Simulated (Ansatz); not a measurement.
```yaml
crystal:
  periodic: [false, false, false]
  atoms:
    - {symbol: B, position_ang: [-1.042380, 3.699484, 0.659326]}
    - {symbol: Ga, position_ang: [0.478673, 1.690109, 0.133897]}
    - {symbol: Si, position_ang: [-0.590512, -1.097246, -0.385293]}
    - {symbol: C, position_ang: [1.023108, -2.797243, -0.204014]}
    - {symbol: H, position_ang: [-1.643621, 4.549752, -0.418355]}
    - {symbol: H, position_ang: [-1.420632, 4.061645, 2.063681]}
    - {symbol: H, position_ang: [2.439976, 1.900024, 0.012341]}
    - {symbol: H, position_ang: [-2.021549, -1.473818, 0.752649]}
    - {symbol: H, position_ang: [-1.297156, -1.096922, -2.116463]}
    - {symbol: H, position_ang: [0.483725, -4.015723, -0.502308]}
    - {symbol: H, position_ang: [2.062196, -2.565970, -1.058561]}
    - {symbol: H, position_ang: [1.528175, -2.854091, 1.063111]}
basis:
  gaussian: {orbitals: def2-TZVPP}
magnetization: {spin_polarized: true, initial_magnetization: 1}
hamiltonian: {xc: {name: B2PLYP}}
accuracy: high
output: {forces: true}
```

```sh
$ ansatz run in.yaml --threads 4 --pin off --events-out ev --progress --plain --max-ram 10444MiB
```

Problem. How does Ansatz answer? (Estimate.)

Solution. Computed: The input was rejected before any iteration.
```
Error: a molecule whose nuclei and cores have a total charge of 64 cannot have a net charge of 0 together with 1 unpaired electrons
```
